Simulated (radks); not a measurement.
Gd+, configuration [Xe] 4f7 5d1 6s1 (the NIST ground configuration).

Calculated with a radial shooting solver on a logarithmic mesh with Libxc functionals: scalar-relativistic Kohn-Sham, r2SCAN, spin-polarised, spherical densities, finite nucleus; open shells are filled with parallel spins first (spin-orbit coupling, left out, can overturn this in heavy ions); meta-GGA in the generalised Kohn-Sham scheme; Fermi nuclear charge, rms radius 5.1569 fm.

Energy parts (hartree):
total: -11271.6899
kinetic: 12102.4334
electron-nucleus: -27481.2611
Hartree: 4356.5412
exchange-correlation: -249.4034

Orbitals (lengths in bohr, moments of r in powers of bohr; r(max) is where P^2 peaks):
1s up: occ. 1; eigenvalue (hartree) -1843.942; <r> 0.02191; <r^4> 1.143e-06; r(max) 0.01392
1s down: occ. 1; eigenvalue (hartree) -1843.941; <r> 0.02191; <r^4> 1.143e-06; r(max) 0.01392
2s up: occ. 1; eigenvalue (hartree) -305.4109; <r> 0.09326; <r^4> 0.0001817; r(max) 0.07897
2s down: occ. 1; eigenvalue (hartree) -305.4095; <r> 0.09326; <r^4> 0.0001816; r(max) 0.07897
2p up: occ. 3; eigenvalue (hartree) -271.6859; <r> 0.08238; <r^4> 0.0001359; r(max) 0.06395
2p down: occ. 3; eigenvalue (hartree) -271.6843; <r> 0.08237; <r^4> 0.0001359; r(max) 0.06395
3s up: occ. 1; eigenvalue (hartree) -68.20201; <r> 0.2441; <r^4> 0.007011; r(max) 0.2240
3s down: occ. 1; eigenvalue (hartree) -68.07900; <r> 0.2439; <r^4> 0.006977; r(max) 0.2239
3p up: occ. 3; eigenvalue (hartree) -57.69903; <r> 0.2429; <r^4> 0.007371; r(max) 0.2199
3p down: occ. 3; eigenvalue (hartree) -57.57572; <r> 0.2425; <r^4> 0.007327; r(max) 0.2198
3d up: occ. 5; eigenvalue (hartree) -43.81966; <r> 0.2214; <r^4> 0.005916; r(max) 0.1804
3d down: occ. 5; eigenvalue (hartree) -43.72304; <r> 0.2210; <r^4> 0.005864; r(max) 0.1802
4s up: occ. 1; eigenvalue (hartree) -14.16228; <r> 0.5532; <r^4> 0.1731; r(max) 0.5159
4s down: occ. 1; eigenvalue (hartree) -13.86761; <r> 0.5532; <r^4> 0.1731; r(max) 0.5156
4p up: occ. 3; eigenvalue (hartree) -10.68358; <r> 0.5854; <r^4> 0.2266; r(max) 0.5383
4p down: occ. 3; eigenvalue (hartree) -10.38785; <r> 0.5854; <r^4> 0.2271; r(max) 0.5379
4d up: occ. 5; eigenvalue (hartree) -5.85220; <r> 0.6362; <r^4> 0.3579; r(max) 0.5594
4d down: occ. 5; eigenvalue (hartree) -5.55403; <r> 0.6374; <r^4> 0.3643; r(max) 0.5589
4f up: occ. 7; eigenvalue (hartree) -0.63241; <r> 0.8489; <r^4> 2.428; r(max) 0.5672
4f down: occ. 0; eigenvalue (hartree) -0.35881; <r> 0.9036; <r^4> 3.865; r(max) 0.5703
5s up: occ. 1; eigenvalue (hartree) -2.16174; <r> 1.327; <r^4> 5.809; r(max) 1.192
5s down: occ. 1; eigenvalue (hartree) -2.00867; <r> 1.359; <r^4> 6.405; r(max) 1.211
5p up: occ. 3; eigenvalue (hartree) -1.30439; <r> 1.546; <r^4> 11.53; r(max) 1.346
5p down: occ. 3; eigenvalue (hartree) -1.18591; <r> 1.580; <r^4> 12.35; r(max) 1.373
5d up: occ. 1; eigenvalue (hartree) -0.32930; <r> 2.514; <r^4> 106.1; r(max) 1.891
6s up: occ. 1; eigenvalue (hartree) -0.36750; <r> 3.601; <r^4> 308.5; r(max) 3.205

The highest occupied level is 5d up at -8.961 eV. The configuration is held as typed, so some empty levels lie below it. The electron density at the nucleus is 6.579e+05 e/bohr^3 (large components only). Summed over all electrons, <r^2> = 58.21 bohr^2, which gives a Langevin (diamagnetic) susceptibility term of -46.1 x 10^-6 cm^3/mol. The density falls to 0.001 e/bohr^3 at r = 4.57 bohr. For comparison, the ionisation energy in NIST's Atomic Spectra Database is 12.08 eV (semi-empirical). In exact Kohn-Sham theory the highest level is minus the ionisation energy, but local and semilocal functionals leave it too shallow, through self-interaction and a potential that decays too fast; potentials with the right tail come closer.
